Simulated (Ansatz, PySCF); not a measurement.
Si(Me)(OH)3 (CH6O3Si), SMILES C[Si](O)(O)O. Atoms are numbered in the order given.

```xyz
11

C      0.0000     0.0000    -1.8449
Si     0.0000     0.0000     0.0070
O     -1.5445    -0.2427     0.5848
O      0.5621     1.4589     0.5848
O      0.9824    -1.2162     0.5848
H     -0.7771     0.6765    -2.2339
H      0.9744     0.3347    -2.2339
H     -0.1974    -1.0112    -2.2339
H     -1.6351    -0.9694     1.2121
H     -0.0220     1.9007     1.2121
H      1.6570    -0.9313     1.2121
```

The structure is a stationary point at B3LYP-D3(BJ)/def2-SVP. A frequency run showed that this geometry is not a minimum. Other conformers were not sampled.

Vertical ionisation energy (IE) and electron affinity (EA) in eV. Rows of orbital energies are one-electron estimates. Where ΔSCF, EOM or ADC give a negative EA the extra electron is unbound and the value depends on the basis.

```tsv
level	IE	EA
−ε(HOMO), −ε(LUMO), CAM-B3LYP/def2-TZVP (PySCF)	10.07	-1.31
−ε(HOMO), −ε(LUMO), PBE/def2-TZVP (PySCF)	7.00	0.29
ΔSCF, PBE0/def2-SVPD (Ansatz), final states of multiplicity 2 and 2	10.78	-1.02
ΔSCF, PBE/def2-SVPD (Ansatz), final states of multiplicity 2 and 2	10.20	-0.83
```

### Question
What vertical singlet–triplet gap does ΔSCF give with PBE0/def2-SVPD (Ansatz, an electronic-structure program) and with PBE/def2-SVPD (Ansatz)? (An estimate is asked for; the answer gives what the named calculation found.)

### Answer
7.33 and 6.49 eV (triplet above singlet where positive).
